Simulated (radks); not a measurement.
Problem. Valence configurations of the sulfur ion S+ (all share [Ne]). All-electron calculation, non-relativistic Kohn-Sham, PBE, spin-unpolarised, spherical densities, point nucleus. Program: a radial shooting solver on a logarithmic mesh with Libxc functionals. Order these by energy: 3s1 3p4; 3s0.5 3p4.5; 3s1.5 3p3.5; 3s2 3p3; 3p5.

Solution. From the lowest, in eV above it: 3s2 3p3 0.000; 3s1.5 3p3.5 5.360; 3s1 3p4 10.741; 3s0.5 3p4.5 16.143; 3p5 21.563. NIST lists [Ne] 3s2 3p3 as the ground configuration; this level of theory agrees among the configurations tried. The energies are those of spherical spin-averaged densities, not of single terms.
